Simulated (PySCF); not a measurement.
CrF₃: umbrella curve

Computed with PySCF, UPBE, basis Cr def2-SVP, F def2-SVP (no relativity, density fitting).

Rigid scan from the quartet minimum (Cr–F 1.718 Å (×3); F–Cr–F 120.0° (×3)). Coordinate: angle between each bond and the threefold axis, bonds fixed. Energies in kJ/mol from the minimum.

| angle of the bonds to the threefold axis (°) | E (kJ/mol) | dipole size (D) | ⟨S²⟩ |
| --- | --- | --- | --- |
| 55 | 131.4 | 4.75 | 3.77 |
| 60 | 83.7 | 4.10 | 3.77 |
| 65 | 52.5 | 3.42 | 3.77 |
| 70 | 31.2 | 2.71 | 3.77 |
| 75 | 16.5 | 2.01 | 3.77 |
| 80 | 7.3 | 1.32 | 3.77 |
| 85 | 1.7 | 0.65 | 3.77 |
| 90 | 0.0 | 0.00 | 3.77 |

Other spin states or occupations of the open shell can lie lower.

Other isomers or separated fragments may lie lower.

The scan took 18 s on 2 threads of a shared Arm Neoverse V1 host; the process peaked at 0.83 GiB. Launch command: `OMP_NUM_THREADS=2 python axn.py task.json out`.
